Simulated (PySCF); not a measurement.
Numbering as in the mapped SMILES `[O:1]=[CH:2][C:3]([SiH3:4])([SiH3:5])[SiH2:6][O:7][SiH3:8]` (H(Xn): hydrogen on atom n).

PySCF 2.14 calculation with geometry from GFN2-xTB and GIAO PBE0/pcSseg-1 shieldings; relativity neglected, in vacuum, fast rotation and ring inversion assumed for equivalent nuclei, one conformer.

List the cross peaks expected in HSQC, COSY and HMBC spectra.

Results:



HSQC (one-bond C–H):
| δH | δC |
| --- | --- |
| 9.94 (H(C2)) | 209.4 (C2) |

HMBC (two and three bonds, from the bond graph):
| δH | δC |
| --- | --- |
| 9.94 (H(C2)) | 37.4 (C3) |
| 5.22 (H(Si6)) | 209.4 (C2), 37.4 (C3) |
| 4.07 (H(Si4)/H(Si5)) | 209.4 (C2), 37.4 (C3) |

No COSY cross peaks are expected.

References, each an isolated molecule treated in the same way: $^{1}$H and $^{13}$C vs TMS.

Shifts are as computed. Against solution values, carbons near 30 ppm lie about +3 ppm off and those near 130 ppm about +5 ppm. Of 1211 compounds with measured shifts, 218 miss one by over three times the rms of a fit or turn the order of signals round; such compounds aren't used in these exercises.
